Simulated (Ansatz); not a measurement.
BH4N (SMILES BN) at its CCSD(T)/cc-pVTZ minimum, average atomic masses, point group C2v.
(charge 0, multiplicity 1):
```xyz
6

B      0.7720     0.0225    -0.0071
N     -0.6213    -0.0181     0.0057
H      1.3786    -1.0061    -0.0297
H      1.3179     1.0848     0.0048
H     -1.1956     0.8070     0.0247
H     -1.1467    -0.8754    -0.0030
```

Cores are frozen in the correlated methods.

The values were computed with Ansatz (Gaussian orbitals). Each number belongs to the level named beside it.

Harmonic frequencies (cm⁻¹): 609 741 863 1017 1144 1164 1375 1650 2586 2666 3609 3710.

Problem. Work out the rotational constants, the zero-point energy, and the ideal-gas entropy and heat capacity at 298.15 K and 1 bar (rigid rotor, harmonic oscillator).

Solution. 
Principal moments 3.634, 18.296, 21.930 u Å² give 16.8576/I = 4.639, 0.9214, 0.7687 cm⁻¹. Zero point: Σω/2 = 10566 cm⁻¹ = 30.21 kcal/mol. Translation R(1.5 ln M + 2.5 ln T − 1.1517) with M = 28.849 u: 150.79 J/(mol K). Rotation with σ = 2: q = 1458.5, S = R(ln q + 3/2) = 73.04. Vibration, summed over R(u/(eᵘ − 1) − ln(1 − e⁻ᵘ)) with u = 1.43878ω/T: 4.49, of which the lowest mode gives 1.82. S° = 228.3 J/(mol K); C_p = 4R + 13.86 = 47.12 J/(mol K).

Ansatz is an electronic-structure program.
